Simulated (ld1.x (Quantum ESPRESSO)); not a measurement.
# Tb (Z = 65), TM: configuration errors across variants

- Element: terbium (Tb)
- Generator: ld1.x (Quantum ESPRESSO) 7.5
- Type: norm-conserving Troullier–Martins (Kleinman–Bylander form)
- Functional: LDA (PZ)
- Relativity: scalar-relativistic
- Frozen core: [Xe] 4f8
- Valence charge: 3
- Reference configuration: 5d1 6s1.5 6p0 (charge +0.5)
- Partial waves: 6p (bound, empty): rc 3.60 bohr; 5d (bound): rc 2.65 bohr; 5f channel at 0.2 Ry: rc 3.20 bohr; 6s (bound): rc 3.15 bohr
- Local potential: the s channel
- Core correction: none

All-electron excitation energies from the reference (eV): (1) 5d1 6s2 6p0 -2.809; (2) 5d1 6s1 6p0 4.145; (3) 5d1 6s0 6p0 16.689; (4) 5d1 6s1 6p1 0.226; (5) 5d2 6s1 6p0 -0.868; (6) 5d0 6s2 6p0 3.344; (7) 5d1 6s0 6p2 3.448.

2 further variants failed, have other tests or too few solved ones, and are left out.

Errors AE − PS in meV (a dash: test not solved or not reliable):

| change | (1) | (2) | (3) | (4) | (5) | (6) | (7) | bound ghosts |
| --- | --- | --- | --- | --- | --- | --- | --- | --- |
| base | +4.6 | +5.3 | +112 | +1.7 | +26 | +176 | +17 | none |
| wave 5d (bound): rc 2.65 bohr becomes 5d (bound): rc 3.32 bohr | +4.5 | +5.2 | +109 | +1.6 | +32 | +184 | +16 | none |
| wave 5f channel at 0.2 Ry: rc 3.20 bohr becomes 5f channel at 0.2 Ry: rc 3.34 bohr | +4.6 | +5.3 | +112 | +1.7 | +26 | +176 | +17 | none |
| wave 6s (bound): rc 3.15 bohr becomes 6s (bound): rc 4.32 bohr | +4.9 | +3.9 | +58 | -1.9 | +42 | +171 | -15 | none |
| wave 6p (bound): rc 3.60 bohr becomes 6p (bound): rc 4.90 bohr | +4.6 | +5.3 | +112 | +1.9 | +26 | +176 | +20 | none |
| wave 5f channel at 0.2 Ry: rc 3.20 bohr becomes 5f channel at 0.25 Ry: rc 3.20 bohr | +4.6 | +5.3 | +112 | +1.7 | +26 | +176 | +17 | none |

Task: Give the same row for: core correction a·sin(br)/r model core inside 2.28 bohr.

Result: +0.1, -3.3, -46, -2.4, -44, -81, -18; bound ghosts: none.
